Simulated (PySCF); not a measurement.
**Assignment exercise: CH₉ClO₂Si₃**

Molfile (atoms numbered from 1):
```
CH9ClO2Si3
     RDKit          3D

 16 15  0  0  0  0  0  0  0  0999 V2000
    2.4030    0.7154    0.0186 C   0  0  0  0  0  0  0  0  0  0  0  0
    1.1599    0.0900    0.1705 O   0  0  0  0  0  0  0  0  0  0  0  0
    0.8229   -1.4904    0.2565 Si  0  0  2  0  0  4  0  0  0  0  0  0
    1.6120   -2.4392   -1.3231 Cl  0  0  0  0  0  0  0  0  0  0  0  0
   -0.7725   -1.5680    0.2177 O   0  0  0  0  0  0  0  0  0  0  0  0
   -2.1536   -0.7860   -0.2186 Si  0  0  0  0  0  4  0  0  0  0  0  0
   -1.7783    1.4856   -0.1910 Si  0  0  0  0  0  4  0  0  0  0  0  0
    2.9823    0.2418   -0.7771 H   0  0  0  0  0  0  0  0  0  0  0  0
    2.2204    1.7597   -0.2334 H   0  0  0  0  0  0  0  0  0  0  0  0
    2.9708    0.6609    0.9498 H   0  0  0  0  0  0  0  0  0  0  0  0
    1.2480   -2.1194    1.4913 H   0  0  0  0  0  0  0  0  0  0  0  0
   -3.0816   -1.3385    0.7740 H   0  0  0  0  0  0  0  0  0  0  0  0
   -2.4863   -1.3647   -1.5284 H   0  0  0  0  0  0  0  0  0  0  0  0
   -1.1510    1.9872    1.0377 H   0  0  0  0  0  0  0  0  0  0  0  0
   -0.9472    1.9706   -1.3016 H   0  0  0  0  0  0  0  0  0  0  0  0
   -3.0565    2.2037   -0.3127 H   0  0  0  0  0  0  0  0  0  0  0  0
  1  2  1  0
  2  3  1  0
  3  4  1  0
  3  5  1  0
  5  6  1  0
  6  7  1  0
  1  8  1  0
  1  9  1  0
  1 10  1  0
  3 11  1  1
  6 12  1  0
  6 13  1  0
  7 14  1  0
  7 15  1  0
  7 16  1  0
M  END
```

Fast rotation and ring inversion assumed for equivalent nuclei, gas phase, one conformer, relativity neglected. Shielding tensors at PBE0/pcSseg-1 (GIAO); structure optimised with GFN2-xTB; PySCF 2.14.0 with density-fitted response routines.

Referencing at the same level of theory: ¹H vs TMS.

Assign these signals to the numbered atoms. ¹H NMR (500 MHz, computed): δ 5.72 (m, 1H), 5.58 (m, 1H), 4.90 (s, 1H), 3.82 (s, 3H), 3.49 (m, 3H).

## Answers


```tsv
δ (ppm)	atoms	environment	reason
5.72	H13	hydrogen on a silicon bonded to O, Si	–
5.58	H12	hydrogen on a silicon bonded to O, Si	–
4.90	H11	hydrogen on a silicon bonded to Cl, 2 O	–
3.82	H8/H9/H10	hydrogen on a methyl carbon bonded to O	its carbon carries O, which withdraws density
3.49	H14/H15/H16	hydrogen on a silicon bonded to Si	–
```

Multiplicities follow the n + 1 count of equivalent neighbours, as no J values were calculated; m marks all less simple cases, F and P coupling included.
